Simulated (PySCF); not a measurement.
ClH3O3Ti, multiplicity 1.

```xyz
8

Ti     0.0000     0.0000     0.3134
Cl     0.0000     0.0000    -1.9168
O     -1.6294     0.3917     0.9075
H     -1.9900     1.1950     1.3035
O      1.1539     1.2153     0.9075
H      2.0299     1.1259     1.3035
O      0.4755    -1.6069     0.9075
H     -0.0399    -2.3209     1.3035
```
Charge 0, spin multiplicity 1.

Geometry: r2SCAN-D4/def2-SVP. The spin state was assumed, not searched. The structure was generated by enumeration; whether it is a known compound was not checked. Other conformers were not sampled.

Method: PBE/pcSseg-1 (PySCF). Non-relativistic, no solvent.

Question: Give the absolute GIAO shielding of each atom: isotropic value and principal components (ppm). (Estimate from the structure and the level; the computed values follow.)

Answer: 
```
atom  σ(iso)     σ11     σ22     σ33   span
----  ------  ------  ------  ------  -----
Ti1   -401.4  -471.0  -471.0  -262.3  208.6
Cl2    404.5   144.3   144.3   924.9  780.6
O3     -41.0  -397.9    -7.7   282.5  680.4
H4      22.8    15.0    24.5    29.0   14.1
O5     -41.0  -397.9    -7.7   282.5  680.4
H6      22.8    15.0    24.5    29.0   14.1
O7     -41.0  -397.9    -7.7   282.5  680.4
H8      22.8    15.0    24.5    29.0   14.1
```
